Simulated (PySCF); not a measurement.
Compound: trans-NiI2(PH3)2 (triplet state).
Bonds: Ni1–I2, Ni1–P3, Ni1–I7, Ni1–P8. Hydrogens: H4, H5, H6 on P3; H9, H10, H11 on P8.

Computed, not measured: PBE0-D3(BJ)/def2-SVP geometry optimisation, gas phase, def2 core potentials past Kr (PySCF 2.14.0).

(1) Give the optimised bond lengths and angles.

Answers

(1) 
```csv
bond,length (Å)
Ni1–I2,2.579
"Ni1–P3, Ni1–P8",2.390
Ni1–I7,2.589
P3–H4 and 5 like bonds,1.419
```

Bonds in one row agree within 0.01 Å and their mean is given. A selection of angles:
```csv
angle,degrees
I2–Ni1–P3,91.1
I2–Ni1–I7,178.8
I2–Ni1–P8,90.5
P3–Ni1–P8,178.5
Ni1–P3–H4,120.8
Ni1–P3–H5,112.2
H4–P3–H5,98.3
H4–P3–H6,100.2
```

P3 (phosphorus bonded to Ni and 3 H) is distorted tetrahedral (angles from 98.3° to 122.1°). The 5 heavy atoms lie in one plane (0.015 Å rms). Ni1 (nickel bonded to 2 I and 2 P) is square planar (angles from 89.1° to 178.8°).

Point group: near C2h, missed by 0.35 Å at most; the miss may be what the optimiser left on a soft mode (C2 holds within 0.08 Å). No PBE0-D3(BJ)/def2-SVP frequencies stand behind this structure, so it isn't proved a minimum. ⟨S²⟩ = 2.006 (exact for a triplet: 2.00).

On one thread of an Arm Neoverse V2, shared host with 32 logical CPUs at a one-minute load of 10, this took 6.9 min wall and 0.75 GiB of memory at its peak. These figures are those of the optimisation.
